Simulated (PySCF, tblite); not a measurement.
Isomers of C6H11FS2Si, one GFN2-xTB conformer each. Single-point energies are computed at PBE0/pcSseg-1 (PySCF, gas phase, no added dispersion term), electronic only.

```
                        SMILES  GFN2-xTB relative energy (kcal/mol)
CC(=S)[C@@]1(F)CS[SiH2][C@H]1C                                  0.0
C=C(C)[C@@H]1[SiH2]SCS[C@@H]1F                                 11.9
        CSCS[SiH2]C1=CC[C@H]1F                                 34.7
 F[C@@H]1SCS[SiH2][C@@H]1C1CC1                                 10.1
      CS[SiH](SC)C1=CC[C@@H]1F                                 20.8
  C=CC[C@@H]1[SiH2]SCS[C@@H]1F                                 16.4
```

Conformers: `[CH3:1][C:2](=[S:3])[C@@:4]1([F:5])[CH2:6][S:7][SiH2:8][C@H:9]1[CH3:10]` with C1–C2–C4–F5 -17°, C2–C4–C6–S7 78°, C4–C6–S7–Si8 28°, C6–S7–Si8–C9 -2°, S7–Si8–C9–C10 -150°; `[CH2:1]=[C:2]([CH3:3])[C@@H:4]1[SiH2:5][S:6][CH2:7][S:8][C@@H:9]1[F:10]` with C1–C2–C4–Si5 92°, C2–C4–Si5–S6 174°, C4–Si5–S6–C7 48°, Si5–S6–C7–S8 -61°, S6–C7–S8–C9 71°; `[CH3:1][S:2][CH2:3][S:4][SiH2:5][C:6]1=[CH:7][CH2:8][C@H:9]1[F:10]` with C1–S2–C3–S4 65°, S2–C3–S4–Si5 83°, C3–S4–Si5–C6 -80°, S4–Si5–C6–C7 29°; `[F:1][C@@H:2]1[S:3][CH2:4][S:5][SiH2:6][C@@H:7]1[CH:8]1[CH2:9][CH2:10]1` with Si6–C7–C8–C9 153°, F1–C2–S3–C4 -51°, C2–S3–C4–S5 -73°, S3–C4–S5–Si6 63°, C4–S5–Si6–C7 -48°; `[CH3:1][S:2][SiH:3]([S:4][CH3:5])[C:6]1=[CH:7][CH2:8][C@@H:9]1[F:10]` with C1–S2–Si3–S4 -171°, S2–Si3–S4–C5 -25°, S2–Si3–C6–C7 93°; `[CH2:1]=[CH:2][CH2:3][C@@H:4]1[SiH2:5][S:6][CH2:7][S:8][C@@H:9]1[F:10]` with C1–C2–C3–C4 -117°, C2–C3–C4–Si5 -171°, C3–C4–Si5–S6 -179°, C4–Si5–S6–C7 48°, Si5–S6–C7–S8 -63°, S6–C7–S8–C9 72°.

Q: What does PBE0/pcSseg-1 give for the same structures?

A: 
```
                        SMILES  PBE0/pcSseg-1 E (Eh)  PBE0/pcSseg-1 (kcal/mol)  GFN2-xTB (kcal/mol)  point group
CC(=S)[C@@]1(F)CS[SiH2][C@H]1C           -1420.12877                       0.0                  0.0           C1
C=C(C)[C@@H]1[SiH2]SCS[C@@H]1F           -1420.11968                       5.7                 11.9           C1
      CS[SiH](SC)C1=CC[C@@H]1F           -1420.11654                       7.7                 20.8           C1
  C=CC[C@@H]1[SiH2]SCS[C@@H]1F           -1420.11393                       9.3                 16.4           C1
 F[C@@H]1SCS[SiH2][C@@H]1C1CC1           -1420.11273                      10.1                 10.1           C1
        CSCS[SiH2]C1=CC[C@H]1F           -1420.07828                      31.7                 34.7           C1
```

Both levels put the same isomer lowest; measured from each level's own lowest isomer, the values differ by up to 13.1 kcal/mol (CS[SiH](SC)C1=CC[C@@H]1F: 20.8 against 7.7). As drawn, the lowest has a C=S bond, which the highest lacks; the highest has a four-membered ring and a C=C bond outside aromatic rings, which the lowest lacks. Neighbours under 2.5 kcal/mol apart (C=C(C)[C@@H]1[SiH2]SCS[C@@H]1F and CS[SiH](SC)C1=CC[C@@H]1F; CS[SiH](SC)C1=CC[C@@H]1F and C=CC[C@@H]1[SiH2]SCS[C@@H]1F; C=CC[C@@H]1[SiH2]SCS[C@@H]1F and F[C@@H]1SCS[SiH2][C@@H]1C1CC1) can change places with a better method, another conformer or zero-point energy.

Q: Which frontier levels, dipoles and rotational constants go with these structures?

A: 
```json
{"SMILES": "CC(=S)[C@@]1(F)CS[SiH2][C@H]1C", "HOMO (eV, PBE0/pcSseg-1)": "-6.41", "LUMO (eV)": "-2.33", "dipole (D)": "2.04", "A, B, C (MHz)": "1084, 776.3, 755.0"}
{"SMILES": "C=C(C)[C@@H]1[SiH2]SCS[C@@H]1F", "HOMO (eV, PBE0/pcSseg-1)": "-6.67", "LUMO (eV)": "-0.18", "dipole (D)": "1.80", "A, B, C (MHz)": "1267, 677.0, 542.4"}
{"SMILES": "CS[SiH](SC)C1=CC[C@@H]1F", "HOMO (eV, PBE0/pcSseg-1)": "-6.80", "LUMO (eV)": "-1.04", "dipole (D)": "1.77", "A, B, C (MHz)": "1055, 620.6, 443.0"}
{"SMILES": "C=CC[C@@H]1[SiH2]SCS[C@@H]1F", "HOMO (eV, PBE0/pcSseg-1)": "-6.66", "LUMO (eV)": "-0.16", "dipole (D)": "1.97", "A, B, C (MHz)": "1416, 590.6, 480.5"}
{"SMILES": "F[C@@H]1SCS[SiH2][C@@H]1C1CC1", "HOMO (eV, PBE0/pcSseg-1)": "-6.61", "LUMO (eV)": "0.17", "dipole (D)": "2.21", "A, B, C (MHz)": "1317, 645.5, 509.2"}
{"SMILES": "CSCS[SiH2]C1=CC[C@H]1F", "HOMO (eV, PBE0/pcSseg-1)": "-6.54", "LUMO (eV)": "-0.76", "dipole (D)": "1.88", "A, B, C (MHz)": "1323, 474.3, 386.6"}
```

Q: What happens when harmonic zero-point energies from GFN2-xTB frequencies are added?

A: 
```tsv
SMILES	ZPE (kcal/mol)	electronic (kcal/mol)	with ZPE (kcal/mol)
CC(=S)[C@@]1(F)CS[SiH2][C@H]1C	96.8	0.0	0.0
C=C(C)[C@@H]1[SiH2]SCS[C@@H]1F	96.2	5.7	5.1
CS[SiH](SC)C1=CC[C@@H]1F	96.6	7.7	7.4
C=CC[C@@H]1[SiH2]SCS[C@@H]1F	96.3	9.3	8.8
F[C@@H]1SCS[SiH2][C@@H]1C1CC1	97.3	10.1	10.6
CSCS[SiH2]C1=CC[C@H]1F	94.9	31.7	29.7
```

The zero-point energies span 2.4 kcal/mol. The order is unchanged.
